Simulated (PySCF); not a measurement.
All values below come from PySCF with ωB97X-D3(BJ)/def2-TZVP // PBE0-D3(BJ)/def2-TZVP. Gas-phase values, no solvent. Excitations are Tamm–Dancoff values on a coarser integration grid. The basis has no diffuse functions, so Rydberg states are missing or too high.

Reference species (SMILES): `N[SiH]=[SiH2]` (neutral, multiplicity 1).

```yaml
HOMO–LUMO gap: 7.84 eV
T1 excitation (TDA): 1.89 eV
```

Changed species: `N(/[H])=[SiH]/[SiH3]`.

Question: What does the change do to the HOMO–LUMO gap and T1 excitation (TDA)?

Answer: the HOMO–LUMO gap rises by 1.85 eV, to 9.69 eV; the T1 excitation (TDA) rises by 1.38 eV, to 3.27 eV.
